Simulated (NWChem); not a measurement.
# BeSiH4O; SMILES [OH][Be][SiH3]

```xyz
7

Be     0.6558     0.0441    -0.4567
O      1.7793     0.0694    -1.2787
H      2.5408     0.0873    -1.8431
Si    -1.0911     0.0039     0.8220
H     -1.9282    -1.2222     0.6033
H     -1.9911     1.1823     0.5917
H     -0.7299     0.0205     2.2784
```
Atoms are numbered in this order, from 1.

Coordinates come from a PBE0/def2-SVP optimisation.

Question: Give the principal values of the shielding tensors (ppm) of Be1, O2, Si4 from PBE0/pcSseg-1, GIAO (NWChem), with their diamagnetic and paramagnetic parts as GIAO splits them.

Answer: 
```tsv
atom	σ11	σ22	σ33	isotropic	diamagnetic	paramagnetic
Be1	78.2	78.2	161.3	105.9	146.7	-40.9
O2	211.1	211.1	411.1	277.8	393.0	-115.2
Si4	481.1	504.2	504.3	496.5	881.1	-384.5
```
